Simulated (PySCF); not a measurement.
# Electron correlation in Sr (strontium, neutral)

[Kr] 5p2, high-spin 3P determinant (an excited configuration). All numbers are calculated (PySCF 2.14, scalar relativity by spin-free X2C-1e, in ANO-RCC-VTZP (7s6p3d1f, 47 functions)). Frozen: [Ar] 3d10; 10 electrons correlated.

| level | correlation energy (mhartree) |
| --- | --- |
| CCSD | -205.23 |
| (T) | -5.73 |
| CCSD(T) | -210.96 |

Diagnostics: T1 = 0.016, D1 = 0.0499, largest double amplitude 0.183.

A double-excitation amplitude exceeds 0.15, a sign of near-degeneracy.

Cost of the coupled-cluster step: of the order of 1.2 core-seconds, for 10 correlated electrons.
